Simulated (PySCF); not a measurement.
# S³⁺: ionisation energy

S³⁺ [Ne] 3s2 3p1 [3p1/2^1, M_J = 1/2] → S⁴⁺ [Ne] 3s2, as a difference of total energies. Computed with PySCF 2.14 in x2c-QZVPPall-2c, with the two-component X2C-1e Hamiltonian. Correlated levels: [Ne] frozen; the 2 highest virtual spinors dropped. "Screened" scales the spin-orbit matrix elements by Boettger's factors to mimic the two-electron term; Breit and QED terms are absent.

```tsv
method	ionisation energy (eV)
GHF (spin-free)	46.698
GMP2 (spin-free)	46.991
GHF (screened spin-orbit)	46.775
GMP2 (screened spin-orbit)	47.068
```

Errors of the correlated levels include the incompleteness of this basis and the frozen core.

Q: Which method comes closest to the reference value, and which is furthest?

A: The reference is 47.222 ± 0.012 eV (semi-empirical (NIST evaluation); NIST Atomic Spectra Database, ionization energies). Closest: GMP2 (screened spin-orbit) (error -0.154 eV); furthest: GHF (spin-free) (error -0.524 eV).
